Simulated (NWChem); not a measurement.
AlI2F; SMILES [F][Al]([I])[I]

Computed with NWChem. Medium grid unless said otherwise, to which SCAN and Minnesota functionals are sensitive. Geometry: optimised at PBE-D3(BJ)/def2-SVP. def2 effective core potentials on I; no spin-orbit coupling. Total energies of different functionals are on different scales.

```tsv
level	energy (Ha)	highest occupied level (eV)	orbital gap (eV)	dipole (D)
B3LYP/def2-SVP	-937.9169	-7.68	5.66	0.95
PBE/def2-SVP	-937.4535	?	?	0.91
LDA (Slater exchange, PW92)/def2-SVP	-935.1921	-6.97	4.11	0.93
B3PW91/def2-SVP	-937.9157	-7.82	5.79	0.91
MN15/def2-SVP	-936.0556	-8.44	7.12	0.92
HCTH/407/def2-SVP	-939.1358	-6.87	4.31	0.97
LRC-wPBEh/def2-SVP	-937.5604	-9.81	9.56	0.86
M06-L/def2-SVP	-938.0272	-6.89	4.75	1.09
B97-D/def2-SVP	-938.6730	-6.76	4.27	0.86
LDA (Slater exchange, VWN5)/def2-SVP	-935.2170	-6.98	4.11	0.93
```

Problem. What belongs in the gaps?

Solution. 
- PBE/def2-SVP, highest occupied level (eV): -6.82
- PBE/def2-SVP, orbital gap (eV): 4.22
